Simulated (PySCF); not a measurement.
SnF⁻: from constants to spectrum

UHF-SCS-MP2 constants of SnF⁻, ³Σ⁻ (triplet), unpaired electrons π ↑↑ (PySCF, scalar-relativistic core potentials, basis sets Sn aug-cc-pVDZ-PP with ECP28, F aug-cc-pVDZ; masses 119.9022 and 18.9984 u):

* ωe: 442.0 cm⁻¹
* ωexe: 2.85 cm⁻¹
* Be: 0.23944 cm⁻¹
* αe: 0.00205 cm⁻¹
* D (centrifugal): 2.81e-07 cm⁻¹
* De to Sn + F⁻: 2.62 eV

Problem. Give the vibrational terms G(v) and spacings up to v = 6.

Solution. G(v) = ωe(v+½) − ωexe(v+½)².

```
v  G(v) (cm⁻¹)  G(v) − G(v−1)  Bv (cm⁻¹)
0        220.3                    0.2384
1        656.6          436.3     0.2364
2       1087.2          430.6     0.2343
3       1512.1          424.9     0.2323
4       1931.3          419.2     0.2302
5       2344.8          413.5     0.2282
6       2752.6          407.8     0.2261
```

Problem. How well does the Morse estimate ωe²/(4ωexe) reproduce De, and what is D0?

Solution. It gives 2.12 eV, 81 % of the computed De. D0 = De − G(0) = 2.62 − 0.03 = 2.59 eV.

Correlated steps freeze 5 core orbitals. Correlated levels converge slowly with the basis: in double zeta they bind strong bonds too weakly, by up to about 1 eV, and carry superposition errors of some tenths. Spin–orbit coupling is left out, which matters for elements this heavy, above all for dissociation energies. For an ion De counts to the pair picked by the measured ionisation energies or electron affinities, which need not be the lowest pair at this level. The state is the lowest determinant that a PBE0 search found; another state may lie lower at other levels.
